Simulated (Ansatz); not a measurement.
Consider the substitution at a C–Si bond: `N=C[Si](O)(F)[SiH3]` + HCl → `N=CCl` + `O[SiH](F)[SiH3]`.

Gas-phase electronic energies from Ansatz, PBE0-D4/def2-TZVP geometries. CBS: MP2 limit from def2 TZ/QZ plus the TZ coupled-cluster correction, frozen cores. This one scheme is used for every species. DFT in def2-TZVPP. B3LYP here is the variant with VWN-RPA as its local correlation; programs differ in this. Each species was taken in one conformer, which may not be the lowest.

Is it downhill or uphill in electronic energy at CCSD(T)/CBS, and by how much? (An estimate is asked.)

The calculation gave: Uphill: ΔE = +0.46 eV.

What do these levels give: PBE-D4, B3LYP-D4, ωB97M-V, CCSD/def2-TZVPP, HF/def2-QZVPP, SCS-MP2/def2-QZVPP? (An estimate is asked.)

The calculation gave: PBE-D4 0.34, B3LYP-D4 0.39, ωB97M-V 0.43, CCSD/def2-TZVPP 0.46, HF/def2-QZVPP 0.35, SCS-MP2/def2-QZVPP 0.41 eV.

Largest T1 diagnostic among the species: 0.013.

In def2-TZVPP, CCSD(T) changes the Hartree–Fock value by +0.11 eV (the triples alone add +0.00 eV) and MP2 by +0.08 eV. The D4 term adds +0.08 eV with B3LYP and +0.05 eV with PBE0; it sums over pairs of atoms, weighted by their polarisabilities, and B3LYP, whose exchange is more repulsive, gets the larger term. From PBE to PBE0 (25 % exact exchange), in def2-TZVPP and without D4, ΔE moves by +0.05 eV.
